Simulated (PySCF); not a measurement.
Compound: trichlorosilane, Cl₃HSi.
Cartesian coordinates in Å at the GFN2-xTB level; atoms count from 1:
```
atom  x, y, z in Å
Cl1   -0.6995    1.7424   -0.6207
Si2   -0.0074    0.0003    0.1056
Cl3   -1.0791   -1.5204   -0.6556
Cl4    1.9263   -0.2198   -0.3972
H5    -0.1317    0.0003    1.5507
```

Level of theory: TDDFT CAM-B3LYP/def2-SVPD, vertical, gas phase, core orbitals frozen in the response (PySCF).

Transition dipole moments from the ground state, in atomic units and in the frame of the coordinates above (overall signs are arbitrary), for the states with f of 0.002 or more among the lowest 8:

```
state  E (eV)      μx      μy      μz
   S2   8.423  -0.014   0.204   0.052
   S3   8.424  -0.206  -0.010  -0.007
   S4   8.432   0.040   0.021  -0.525
   S5   8.630   0.270  -0.072   0.022
   S6   8.630  -0.071  -0.269  -0.006
   S7   8.918   0.608   0.299   0.052
   S8   8.919   0.297  -0.612   0.025
```

Q: Work out the oscillator strengths.

A: f = (2/3) ΔE |μ|² with ΔE in hartree (27.2114 eV).

```tsv
state	|μ|² (au)	|μ| (D)	f
S2	0.045	0.54	0.009
S3	0.043	0.52	0.009
S4	0.278	1.34	0.057
S5	0.078	0.71	0.017
S6	0.078	0.71	0.016
S7	0.462	1.73	0.101
S8	0.464	1.73	0.101
```

Q: What peak molar absorption coefficient would the strongest computed level give as a lone Gaussian band 0.4 eV wide at half height?

A: ε(max) = 2.175×10⁸ f / FWHM, with the width in cm⁻¹. S7/S8 (f summed): 2.175×10⁸ × 0.2022 / 3226 ≈ 14000 L mol⁻¹ cm⁻¹.

S2/S3, S5/S6 and S7/S8 coincide within about 0.01 eV; within a degenerate level the directions of the single components are arbitrary.

Without π bonds the low states may be Rydberg-like; a valence basis with one diffuse set may place them up to an eV too high.
